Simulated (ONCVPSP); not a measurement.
## An all-electron radial function and its pseudo partner (chromium (Cr))

Columns: radius, all-electron u(r) and pseudo u(r) of the 3s shell (level -80.98 eV) of chromium in the configuration [Ne] 3s2 3p6 3d5; PBE, scalar-relativistic, ONCV scheme, ONCVPSP 4.0.1.

```csv
r (bohr),all-electron,pseudo
0.057,0.2308,0.0754
0.115,-0.2838,0.1580
0.172,-0.5835,0.2476
0.230,-0.5848,0.3454
0.288,-0.3794,0.4453
0.345,-0.0845,0.5412
0.402,0.2276,0.6337
0.460,0.5174,0.7265
0.518,0.7565,0.8207
0.575,0.9351,0.9146
0.632,1.0594,1.0045
0.690,1.1358,1.0820
0.747,1.1694,1.1332
0.805,1.1705,1.1533
0.862,1.1467,1.1414
0.920,1.1037,1.1030
0.977,1.0490,1.0490
1.035,0.9852,0.9852
1.092,0.9183,0.9183
1.150,0.8484,0.8485
1.208,0.7791,0.7791
1.265,0.7127,0.7127
1.322,0.6492,0.6492
1.380,0.5881,0.5881
1.438,0.5310,0.5310
1.495,0.4789,0.4789
```

How many radial nodes do the two functions have?

The all-electron 3s function has n − l − 1 = 2; the pseudo-wave has 0, since the states of the same l below it are removed with the core.

At about which radius was the pseudo-wave matched?

1.00 bohr, where the columns begin to agree (steps of 0.06 bohr).

Is the pseudo-wave norm-conserving?

Yes: the ONCV scheme keeps the norm inside the radius equal to the all-electron one, which fixes the energy derivative of the logarithmic derivative at the level.
